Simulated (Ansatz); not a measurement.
Pulling on the C5–H6 bond in CH5OSb (SMILES C[O][SbH2]) (multiplicity 1 held, fragments rigid). Energies count from the point at 1.097 Å.
Geometry at that point (charge 0, multiplicity 1):
```xyz
8

Sb    -0.3916     0.2729     0.3797
H     -1.5274    -0.6889    -0.5020
H     -0.4229     1.4423    -0.8947
O      1.2163    -0.6790    -0.2641
C      1.3391    -0.9960    -1.6388
H      1.3361    -0.0961    -2.2654
H      2.2903    -1.5146    -1.7777
H      0.5293    -1.6528    -1.9785
```

Restricted levels (R-, RO-) in cc, def2 and unpolarised 6-31G sets keep to the state of the molecule at rest. U- levels take the lowest unrestricted solution at each point, which mixes spins at long bonds. Active spaces are followed from a long bond inwards. Levels need not reach the same state.

Frozen-core correlation. Filled d and f shells under p-block atoms count as core.

The values were computed with Ansatz (a first-principles code) with Gaussian orbitals. Each number belongs to the level named beside it. In def2 rows elements past Kr take small-core potentials, without spin–orbit coupling.

Energies in kcal/mol.

```csv
R (Å),R-HF/def2-SVP,U-CCSD(T)/def2-SVP,"CASSCF(2,2)/def2-SVP","FIC-MRCISD+Q on CASSCF(2,2)/def2-SVP"
0.877,29.9,32.2,33.2,[?]
0.987,5.8,7.0,7.5,6.9
1.097,0.0,0.0,0.0,0.0
1.206,4.1,2.8,2.2,2.9
1.316,13.4,10.7,9.5,10.8
1.480,31.4,26.0,24.0,26.2
1.645,50.6,42.0,39.1,[?]
1.919,80.2,65.8,60.9,65.0
2.193,105.2,83.8,76.4,81.4
2.522,129.6,97.1,87.7,[?]
2.961,154.8,102.9,94.2,101.0
3.509,177.8,104.2,96.6,103.8
```

**Question.** Some entries are withheld; supply them.

**Answer.** 
- 0.877, FIC-MRCISD+Q on CASSCF(2,2)/def2-SVP: 32.0
- 1.645, FIC-MRCISD+Q on CASSCF(2,2)/def2-SVP: 42.2
- 2.522, FIC-MRCISD+Q on CASSCF(2,2)/def2-SVP: 93.5

Doubts at one or more of the structures used: a restricted determinant that unrestricted orbitals would lower (R-HF/def2-SVP); a spin-contaminated determinant (U-CCSD(T)/def2-SVP); T1 above 0.05 (U-CCSD(T)/def2-SVP).
